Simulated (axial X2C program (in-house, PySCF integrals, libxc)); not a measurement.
## Spectroscopic constants of WCl⁻

All values were computed with an axial X2C code built on PySCF integrals. Spin-free means the one-electron spin-free X2C Hamiltonian; two-component (2c) means X2C with spin–orbit coupling and atomic mean-field two-electron Coulomb and Gaunt terms, so the difference of the two also holds small scalar two-electron terms. Basis: W dyall-acv3z [14s15p10d7f4g], Cl dyall-av3z [9s8p3d2f] (cores contracted in-house); Gaussian nuclei, density fitting, unrestricted open shells. Masses: W 183.951 u, Cl 34.969 u.

Input:
```json
{"zs": [74, 17], "q": -1, "bas": ["dyall-acv3z", "dyall-av3z"], "levels": ["PBE0", "HF", "PBE"], "cc": true, "r0": 2.36, "thr": -1.0, "nmax": 90, "npts": 10, "nst": 2, "ntry": 6}
```
```bash
python so2c.py task.json out
```

Keys: zs atomic numbers; q charge; bas basis sets; levels methods; cc coupled cluster on or off; r0 starting distance in Å; thr threshold in hartree for freezing inner shells (an s shell follows its p shell); nmax most natural virtual spinors; npts points on the curve; nst determinants followed; ntry starts of the search. HF also brings MP2.

State, spin-free: M_S = 2, Λ = 0 (beyond evenly filled blocks: π+α, π-α, δ+α, δ-α); electrons by block: σα: 18, σβ: 18, π+α: 10, π+β: 9, π-α: 10, π-β: 9, δ+α: 4, δ+β: 3, δ-α: 4, δ-β: 3, φ+α: 1, φ+β: 1, φ-α: 1, φ-β: 1. Fragments: W + Cl-.

State, 2c: Ω = 2 (⟨Sz⟩ = 1.96, ⟨Lz⟩ = 0.04 at PBE0); electrons by block: 1/2: 27, -1/2: 28, 3/2: 13, -3/2: 13, 5/2: 5, -5/2: 4, 7/2: 1, -7/2: 1. Fragments: W + Cl-.

| Hamiltonian | level | Re (Å) | ωe (cm⁻¹) | ωexe (cm⁻¹) | Be (cm⁻¹) | αe (cm⁻¹) | k (mdyn/Å) | μ (D) |
| --- | --- | --- | --- | --- | --- | --- | --- | --- |
| spin-free | PBE0 | 2.349 | 302.5 | 1.45 | 0.104 | 0.000588 | 1.58 | 0.05 |
| spin-free | HF | 2.450 | 273.7 | 1.4 | 0.09557 | 0.000567 | 1.3 | 2.37 |
| spin-free | PBE | 2.335 | 302.5 | 1.51 | 0.1052 | 0.000616 | 1.58 | -0.10 |
| 2c | PBE0 | 2.348 | 302.5 | 1.44 | 0.104 | 0.000587 | 1.58 | 0.09 |
| 2c | HF | 2.452 | 272.1 | 1.38 | 0.09539 | 0.000564 | 1.28 | 1.83 |
| 2c | PBE | 2.335 | 302.1 | 1.51 | 0.1052 | 0.000616 | 1.58 | -0.04 |

Dipoles are positive if Cl is the positive end and refer to the centre of mass.

One determinant describes the state; a PBE0 search over occupations chose it and may have missed a lower one. De is not given where an atomic determinant may have missed its ground term or J level, or where the truncated virtual space spoils (T). Density functionals use the spin component along the axis (collinear). PBE0 can misorder states that lie within some tenths of an eV, so this need not be the ground state of the molecule. The nearest other spin-free determinant of the search, M_S = 3, Λ = 0, lies 0.14 eV up at the distance of the search. Without a current term, density functionals place determinants with orbital angular momentum somewhat too high. With several unpaired electrons one determinant need not be a pure state. Open-shell Ω = 0 determinants with evenly filled partner blocks cannot be reached by this program, so the Ω shown need not be the lowest component. The highest occupied level of some functionals is positive through self-interaction error; at Hartree–Fock it is bound. The determinant is spin-polarised beyond a pure state at some levels (its spin-free form has ⟨S²⟩ too high), which makes Re and μ there less reliable.

No reliable constants came from CCSD (2c), CCSD (spin-free), CCSD(T) (2c), CCSD(T) (spin-free), MP2 (2c), MP2 (spin-free): no minimum in range, unconverged points, a curve that is not smooth, a change of character along it, or the two Hamiltonians disagreeing along it.

Rough cost a point (2c) on 1 thread(s) of a shared host, integrals apart: PBE0 2.1 s, HF 2.1 s, PBE 0.7 s.

The whole task took 5.7 min on 1 thread of Arm Neoverse V1, on a shared host.
